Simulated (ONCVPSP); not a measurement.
## Before and after: ONCV potential for La

```json
{
 "Element": "lanthanum",
 "Generator": "ONCVPSP 4.0.1",
 "Type": "optimised norm-conserving Vanderbilt (ONCV)",
 "Functional": "PBE",
 "Relativity": "scalar-relativistic",
 "Frozen core": "[Kr] 4d10",
 "Valence charge": "11",
 "Reference configuration": "5s2 5p6 5d1 6s1 (charge +1)",
 "Partial waves": "5s+6s: rc 2.15 bohr, ncon 3, nbas 7, qcut 5.6 1/bohr, 3 projectors, debl 3.6 Ha; 5p: rc 2.70 bohr, ncon 4, nbas 7, qcut 5 1/bohr, 3 projectors, debl 1.8 Ha; 5d: rc 4.00 bohr, ncon 3, nbas 8, qcut 3.9 1/bohr, 1 projector; f scattering state at 0.44 Ha: rc 3.95 bohr, ncon 3, nbas 7, qcut 2.5 1/bohr, 2 projectors, debl 1.7 Ha",
 "Local potential": "polynomial inside 1.35 bohr (lpopt 3, dvloc0 1 Ha)",
 "Core correction": "none"
}
```

In the f channel the program set the typed energies aside and used -0.374, 1.326 Ha.

All-electron outer shells of the reference configuration (PBE, scalar-relativistic, ld1.x):

```tsv
shell	level (eV)	outermost node (bohr)	outermost maximum (bohr)
5s	-44.74	0.77	1.41
5p	-28.20	0.83	1.58
5d	-8.51	0.95	2.19
6s	-8.34	1.85	3.60
```

Change: p: qcut 6.3.

Cutoffs: the cutoffs (Ha) at which the residual kinetic energy of the hardest occupied pseudo-wave falls to 1 and 0.1 mHa per electron; they do not see the model core or the augmentation charge, which bear on the density cutoff. Errors are all-electron minus pseudo energies relative to the spin-unpolarised reference configuration.

Q: How do hardness, ghosts and transferability respond?

A: The potential gets neither clearly harder nor softer (11 Ha and 13 Ha → 11 Ha and 13 Ha); the s channel sets the loose cutoff, while the largest relative change is in p, which becomes harder; the errors of the 4 common tests hardly move; neither file shows a bound ghost.

| quantity | base | changed |
| --- | --- | --- |
| cutoff, loose | 11 Ha | 11 Ha |
| cutoff, tight | 13 Ha | 13 Ha |
| loose cutoff by channel | s 11 Ha, p 5.0 Ha, d 4.7 Ha | s 11 Ha, p 9.6 Ha, d 4.7 Ha |
| bound ghosts | none | none |
| GHOST(+) flags under 300 eV | f at 38.7 eV, s at 115.1 eV, f at 180.4 eV, p at 196.3 eV, f at 282.2 eV | f at 38.7 eV, s at 115.1 eV, f at 180.4 eV, p at 238.5 eV, f at 282.2 eV |
| error for 5s2 5p6 5d1 6s2, meV [ΔE -5.97 eV] | 0.0 | 0.0 |
| error for 5s2 5p6 5d1 6s0, meV [ΔE 10.89 eV] | -5.0 | -5.1 |
| error for 5s2 5p6 5d0 6s0, meV [ΔE 29.84 eV] | +60 | +59 |
| error for 5s2 5p6 5d1 6s0 6p1, meV [ΔE 2.96 eV] | -0.4 | -0.4 |
| s: phases at 2.18 bohr within 0.05 rad from the reference energy up to (Ha; the scan ends near 5) | to the end of the scan | to the end of the scan |
| p: phases at 2.74 bohr within 0.05 rad from the reference energy up to (Ha; the scan ends near 5) | 4.6 | 4.8 |
| d: phases at 4.07 bohr within 0.05 rad from the reference energy up to (Ha; the scan ends near 5) | 0.1 | 0.1 |
| f: phases at 4.02 bohr within 0.05 rad from the reference energy up to (Ha; the scan ends near 5) | n/a | n/a |

Base: The cutoffs count occupied waves only; projector 2 of the f channel, the hardest unoccupied one, needs 30 Ha at the loose tolerance. Changed file: The cutoffs count occupied waves only; projector 2 of the f channel, the hardest unoccupied one, needs 30 Ha at the loose tolerance.
